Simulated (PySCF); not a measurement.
C₅H₅F. Atoms are numbered in the order given.

```xyz
11

C     -0.1103    -2.6636     0.0000
C      0.3533    -1.4353     0.0000
C      0.8340    -0.1982     0.0000
C      0.0075     1.0073     0.0000
C      0.4632     2.2774     0.0000
F     -1.3201     0.7690     0.0000
H     -0.3179    -3.2015    -0.9421
H     -0.3179    -3.2015     0.9421
H      1.9266    -0.0383     0.0000
H     -0.2387     3.1219     0.0000
H      1.5430     2.4732     0.0000
```
Charge 0, spin multiplicity 1.

Geometry optimised at PBE-D3(BJ)/def2-SVP. The structure was generated by enumeration, and PubChem lists no compound with its InChIKey, so it may never have been made. One conformer was computed; it need not be the lowest.

The numbers are results of TDA-PBE/def2-SVPD in PySCF 2.14.0, not measurements.

Vertical excitations.  State labels are in the subgroup Cs.

```csv
state,symmetry,energy (eV),λ (nm),f,main pairs
S1,A",4.69,264,0.000,HOMO→LUMO+1 95 %
S2,A",5.04,246,0.000,HOMO−1→LUMO 95 %
S3,A',5.71,217,0.647,"HOMO→LUMO 70 %, HOMO−2→LUMO 11 %"
S4,A",5.97,208,0.002,HOMO→LUMO+2 100 %
S5,A',6.18,201,0.297,"HOMO−2→LUMO 52 %, HOMO→LUMO+3 25 %, HOMO→LUMO 16 %"
S6,A",6.51,190,0.001,"HOMO→LUMO+4 78 %, HOMO−2→LUMO+1 22 %"
S7,A",6.52,190,0.002,"HOMO−2→LUMO+1 78 %, HOMO→LUMO+4 22 %"
S8,A',6.96,178,0.170,"HOMO−1→LUMO+2 78 %, HOMO−1→LUMO+1 17 %"
S9,A",7.11,174,0.000,HOMO−3→LUMO 98 %
S10,A",7.15,173,0.018,HOMO→LUMO+5 98 %
T1,A',3.16,393,0,HOMO→LUMO 98 %
T2,A",4.44,279,0,HOMO→LUMO+1 87 %
T3,A',4.65,266,0,HOMO−1→LUMO+1 95 %
T4,A",4.77,260,0,HOMO−1→LUMO 87 %
```
Triplets are in the Tamm–Dancoff approximation.
